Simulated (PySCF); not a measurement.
Z-matrix (Å, degrees):
```
Ga
N 1 1.8556
H 2 1.0106 1 118.16
H 2 1.0140 3 108.85 1 -134.91
N 1 1.8556 2 113.04 3 -171.81
H 5 1.0106 1 118.15 2 -171.78
H 5 1.0140 6 108.84 1 -134.89
```
Charge 0, spin multiplicity 2.

Q: Estimate the total energy, dipole moment and highest occupied spin orbital that PBE-D3(BJ)/def2-TZVP // r2SCAN-D4/def2-TZVP in PySCF returns for this input.

A: 
```json
{
  "total_energy": "-55413.06 eV",
  "dipole_moment": "0.22 D",
  "highest_occupied_spin_orbital": "-4.47 eV"
}
```
